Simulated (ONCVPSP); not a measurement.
## Configuration tests for zinc (Zn) (ONCV)

```
Element                 : zinc
Generator               : ONCVPSP 4.0.1
Type                    : optimised norm-conserving Vanderbilt (ONCV)
Functional              : PBE
Relativity              : scalar-relativistic
Frozen core             : [Ar]
Valence charge          : 12
Reference configuration : 3d10 4s2
Partial waves           : 4s: rc 2.15 bohr, ncon 3, nbas 7, qcut 3.6 1/bohr, 2 projectors, debl 3.7 Ha; p scattering state at 0.24 Ha: rc 2.05 bohr, ncon 4, nbas 8, qcut 4.7 1/bohr, 2 projectors, debl 1 Ha; 3d: rc 1.50 bohr, ncon 3, nbas 8, qcut 12.7 1/bohr, 2 projectors, debl 3.1 Ha
Local potential         : polynomial inside 1.00 bohr (lpopt 1, dvloc0 2 Ha)
Core correction         : none
```

In the p channel the program set the typed energies aside and used 0.050, 1.050 Ha.

Energies are relative to the spin-unpolarised reference configuration 3d10 4s2; without spin polarisation the order of configurations can differ from experiment.

```
valence configuration  charge  ΔE all-electron (eV)  error AE − PS (meV)
              3d9 4s0      +3                68.865                  +79
           3d10 4s1.5    +0.5                 3.941                 +0.6
```

Question: What are ΔE and the potential's error for 3d10 4s1?

Answer: ΔE = 9.889 eV all-electron; the error (AE − PS) is +4.1 meV.

Question: What are ΔE and the potential's error for 3d10 4s0?

Answer: ΔE = 28.331 eV all-electron; the error (AE − PS) is +39 meV.

Levels in the configuration 3d10 4s1.5:

| level | all-electron (eV) | pseudo (eV) |
| --- | --- | --- |
| 3d | -14.740 | -14.733 |
| 4s | -9.841 | -9.836 |

Note: no bound ghost flagged; GHOST(+) flagged for s at 76.1 eV, p at 94.5 eV.
